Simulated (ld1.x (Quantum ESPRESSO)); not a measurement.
# Ranking TM potentials for thallium

All share these settings but for the change named:

ld1.x (Quantum ESPRESSO) 7.5 input, shortened:

```
&input
   title='Tl', zed=81., rel=1, dft='PBE', iswitch=3,
   config='[Xe] 4f14 5d10 6s2 6p0.75'
 /
 &inputp
   pseudotype=2, tm=.true., lloc=1,
   nlcc=.false.
 /
2
6S  1  0   2.00   0.00  1.85  1.85  0.0
6P  2  1   0.75   0.00  2.90  2.90  0.0
 &test
   configts(1)='6s2 6p0.75'
 /
```

Test errors are all-electron minus pseudo excitation energies from the reference, over 6s2 6p1; 6s2 6p0; 6s1 6p0; 6s2 6p0.5; 6s2 6p1.3; 6s1 6p1; 6s1 6p2. None of these files shows a bound ghost.

The base gives 105.9 meV.

Of 6 variants that were run, those that failed, showed a ghost or another fault, or gave nearly equal values are left out.

A variant can come out equal or close to the base, since the largest error may sit in a test that the change hardly touches while other tests move.

Task: Rank these variants by their largest absolute test error, smallest first.
A. functional LDA (PZ)
B. core correction a·sin(br)/r model core inside 1.36 bohr
C. all radii scaled by about 0.82 (s 1.52, p 2.38 bohr)

Result: C (100.8 meV), A (132.0 meV), B (355.9 meV).
